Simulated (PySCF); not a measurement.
Correlation energy of O(3+) (oxygen, charge +3)

[He] 2s2 2p1, 2P determinant. Calculation: PySCF 2.14, in cc-pVTZ (4s3p2d1f, 30 functions); no relativity, point nucleus. Frozen: 1s2; 3 electrons correlated.

MP2 pair energies summed by pair of shells (mhartree):

| pair | energy | share (%) |
| --- | --- | --- |
| 2s-2s | -36.92 | 60.5 |
| 2s-2p | -24.06 | 39.5 |

Total MP2 correlation energy: -60.98 mhartree.

Same-spin part -3.73 and opposite-spin part -57.24 mhartree; SCS-MP2 scales them by 1/3 and 6/5 to -69.94 mhartree.

| level | correlation energy (mhartree) |
| --- | --- |
| CCSD | -90.45 |
| (T) | -0.95 |
| CCSD(T) | -91.40 |

Diagnostics: T1 = 0.0053, D1 = 0.0103, largest double amplitude 0.136.

Cost of the coupled-cluster step: 0.21 s of wall time on 1 thread of Neoverse-V2 (shared host), for 3 correlated electrons.
